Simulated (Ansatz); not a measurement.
Relaxation of C2H6GeN2 (11 atoms, charge 0, multiplicity 1), to a largest force component of 0.015 eV/Å in at most 40 steps.

Theory: RKS PBE0/def2-mTZVP (Ansatz).

```xyz
11
Properties=species:S:1:pos:R:3
N -1.974 0.362 -0.374
Ge -0.587 -0.570 0.289
C 0.748 0.502 0.836
C 1.745 0.032 -0.105
N 0.714 -0.751 -0.946
H -2.526 0.823 0.436
H -1.594 1.216 -0.910
H -0.850 -1.833 1.098
H 0.889 1.190 1.732
H 2.723 0.235 -0.225
H 0.777 -1.262 -1.809
```

Problem. Where does it end, and by what steps?

Solution. The run converged. After 11 steps the energy has fallen by 2.063 eV; H6 moved furthest, 0.75 Å. The start is strongly strained (largest force component 10 eV/Å).

| step | energy less start (eV) | largest force component (eV/Å) | accepted |
| --- | --- | --- | --- |
| 0 | 0.0000 | 10.432 | yes |
| 1 | -1.4106 | 3.377 | yes |
| 2 | -1.7904 | 0.918 | yes |
| 3 | -1.9159 | 0.578 | yes |
| 4 | -1.9859 | 0.629 | yes |
| 5 | -2.0364 | 0.502 | yes |
| 6 | -2.0540 | 0.206 | yes |
| 7 | -2.0619 | 0.171 | yes |
| 8 | -2.0540 | 0.738 | no |
| 9 | -2.0632 | 0.043 | yes |
| 10 | -2.0633 | 0.075 | yes |
| 11 | -2.0635 | 0.009 | yes |

```xyz
11
Properties=species:S:1:pos:R:3
N -2.076 0.481 -0.367
Ge -0.582 -0.338 0.272
C 1.019 0.535 0.925
C 1.684 0.008 -0.125
N 0.799 -0.589 -1.033
H -2.948 0.290 0.106
H -2.007 1.460 -0.607
H -1.058 -1.647 0.927
H 1.387 1.162 1.722
H 2.753 0.035 -0.332
H 1.094 -1.455 -1.469
```

The run took 100 s on 2 threads of Arm Neoverse N1, with other jobs on the host, peak memory 0.32 GiB.
